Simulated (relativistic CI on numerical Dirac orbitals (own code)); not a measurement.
## Level scheme of Re63+

Method of calculation: Dirac-Coulomb-Breit CI, separate exchange-only KLI orbitals for each configuration, model QED, unscaled Slater integrals (own radial code, finite nucleus).

CI space (outside the closed core [Ne]): 3s², 3s3p, 3p², 3s3d, 3d², 3p3d, 3p4s, 3d4s, 3s4s, 3s4p, 3s4d, 3s4f, 3s5s, 3s5p, 3s5d, 4s², 3s5f, 3s5g, 3s6s, 3s6p, 3s6d. Levels of other configurations are missing.

| No. | Configuration | Term | J | E (10³ cm⁻¹) | % | Next component (%) | Landé g |
| --- | --- | --- | --- | --- | --- | --- | --- |
| 1 | 3s² | ¹S | 0 | 0.0 | 99 | 1 3p² ¹S |  |
| 2 | 3s3p | ³P° | 0 | 1148.6 | 100 |  |  |
| 3 | 3s3p | ³P° | 1 | 1279.4 | 72 | 28 ¹P° | 1.343 |
| 4 | 3p² | ³P | 0 | 2748.8 | 69 | 31 ¹S |  |
| 5 | 3s3p | ³P° | 2 | 4321.0 | 100 |  | 1.485 |
| 6 | 3s3p | ¹P° | 1 | 4631.3 | 72 | 28 ³P° | 1.125 |
| 7 | 3p² | ¹D | 2 | 5784.2 | 55 | 27 ³P | 1.130 |
| 8 | 3p² | ³P | 1 | 5802.8 | 100 |  | 1.487 |
| 9 | 3s3d | ³D | 1 | 6079.8 | 100 |  | 0.486 |
| 10 | 3s3d | ³D | 2 | 6190.4 | 69 | 17 ¹D | 1.128 |
| 11 | 3s3d | ³D | 3 | 6794.5 | 100 |  | 1.320 |
| 12 | 3s3d | ¹D | 2 | 6939.6 | 70 | 26 ³D | 1.046 |
| 13 | 3p3d | ³F° | 2 | 7317.7 | 75 | 20 ¹D° | 0.747 |
| 14 | 3p3d | ³D° | 1 | 7609.2 | 53 | 30 ¹P° | 0.810 |
| 15 | 3p3d | ³P° | 2 | 8189.9 | 47 | 35 ³D° | 1.270 |
| 16 | 3p3d | ³F° | 3 | 8215.3 | 52 | 27 ¹F° | 1.101 |
| 17 | 3p² | ³P | 2 | 9036.0 | 64 | 36 ¹D | 1.305 |
| 18 | 3p² | ¹S | 0 | 9195.0 | 68 | 31 ³P |  |
| 19 | 3p3d | ³D° | 2 | 10600.2 | 51 | 25 ¹D° | 1.031 |
| 20 | 3p3d | ³P° | 0 | 10684.0 | 100 |  |  |
| 21 | 3p3d | ³F° | 3 | 10685.4 | 48 | 35 ¹F° | 1.083 |
| 22 | 3p3d | ³P° | 1 | 10688.7 | 59 | 36 ³D° | 1.100 |
| 23 | 3p3d | ³F° | 4 | 11217.5 | 100 |  | 1.237 |
| 24 | 3p3d | ³P° | 2 | 11316.4 | 46 | 40 ¹D° | 1.229 |
| 25 | 3p3d | ³D° | 3 | 11472.2 | 61 | 38 ¹F° | 1.191 |
| 26 | 3p3d | ¹P° | 1 | 11579.9 | 65 | 24 ³P° | 1.051 |
| 27 | 3d² | ³F | 2 | 12272.3 | 73 | 23 ¹D | 0.758 |
| 28 | 3d² | ³P | 0 | 12494.7 | 70 | 30 ¹S |  |
| 29 | 3d² | ³F | 3 | 12950.8 | 100 |  | 1.070 |
| 30 | 3d² | ³P | 2 | 13052.0 | 50 | 29 ¹D | 1.165 |
| 31 | 3d² | ¹G | 4 | 13073.2 | 71 | 29 ³F | 1.060 |
| 32 | 3d² | ³P | 1 | 13096.6 | 100 |  | 1.488 |
| 33 | 3d² | ³F | 4 | 13705.8 | 71 | 29 ¹G | 1.163 |
| 34 | 3d² | ¹D | 2 | 13792.2 | 47 | 47 ³P | 1.203 |
| 35 | 3d² | ¹S | 0 | 14032.4 | 70 | 30 ³P |  |
| 36 | 3s4s | ³S | 1 | 26695.5 | 100 |  | 1.987 |
| 37 | 3s4s | ¹S | 0 | 26822.4 | 100 |  |  |
| 38 | 3s4p | ³P° | 0 | 27296.7 | 99 | 1 3p4s ³P° |  |
| 39 | 3s4p | ³P° | 1 | 27308.9 | 67 | 32 ¹P° | 1.323 |
| 40 | 3p4s | ³P° | 1 | 28053.6 | 64 | 32 ¹P° | 1.316 |
| 41 | 3p4s | ³P° | 0 | 28064.4 | 99 | 1 3s4p ³P° |  |
| 42 | 3s4p | ³P° | 2 | 28587.3 | 100 |  | 1.490 |
| 43 | 3s4p | ¹P° | 1 | 28638.7 | 65 | 31 ³P° | 1.165 |
| 44 | 3s4d | ³D | 1 | 29222.1 | 100 |  | 0.494 |
| 45 | 3s4d | ³D | 2 | 29230.6 | 64 | 36 ¹D | 1.096 |

Energies count from the lowest computed level; ° marks odd parity.

The mean weight of the leading LS term, summed over parents, in these 45 levels is 76 %, and that of the leading jj configuration (from the same eigenvectors) 98 %, so jj coupling describes them better and the LS labels are nominal.

At this charge energies of transitions that change n are usually good to better than 1 %, and those within a shell (Δn = 0) to a few per cent.

LS names give the leading component of a level, which can be under half, so a name can repeat, a term be missing and a line seem to break the LS rules.
